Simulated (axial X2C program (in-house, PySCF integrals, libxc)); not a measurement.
Which molecule has these constants?

Computed with an in-house relativistic program for diatomic molecules, spin-free (one-electron X2C) or two-component (2c: spin–orbit coupling with atomic mean-field Coulomb and Gaunt terms, which also bring small scalar terms), in Dyall basis sets with cores contracted in-house; open shells are unrestricted.

A two-component PBE0 calculation in a Dyall 3-zeta basis gave Re = 3.964 Å, ωe = 72.0 cm⁻¹, De = 0.18 eV, Ω = 2.

Which molecule is it?
A. RbSi⁺
B. KSi⁺
C. CsSi⁺
D. LiSi⁺
E. NaSi⁺

C. The others have KSi⁺ 3.597 Å and 101.7 cm⁻¹ (Ω = 2); NaSi⁺ 3.128 Å and 148.6 cm⁻¹ (Ω = 2); RbSi⁺ 3.769 Å and 82.5 cm⁻¹ (Ω = 2); LiSi⁺ 2.765 Å and 265.1 cm⁻¹ (Ω = 2).

Each entry is the lowest single determinant of a limited PBE0 search at one distance. De goes to single-determinant-based atoms at the same level (for ions the charge split of lowest energy) and is withheld (n/a) where an atom does not fit its ground term or J level. Main or longest-lived isotopes. One determinant is a doubtful description, or other states lie close, for CsSi⁺, KSi⁺, NaSi⁺, RbSi⁺, LiSi⁺; these need not be ground states, and all values refer to the states named. Some open-shell Ω = 0 determinants are out of reach, so the Ω given for CsSi⁺, KSi⁺, NaSi⁺, RbSi⁺, LiSi⁺ need not be the lowest component. With several unpaired electrons the Ω given is that of one determinant, not necessarily of the lowest component. Some light 2c atoms are not at their ground J level, so De misses part of their lowering (0.04 eV or less). The functionals have no current term, which raises determinants with orbital currents. Where the atoms have a lower orbital projection than the molecule, De at mean-field level may be about a tenth of an eV too small.
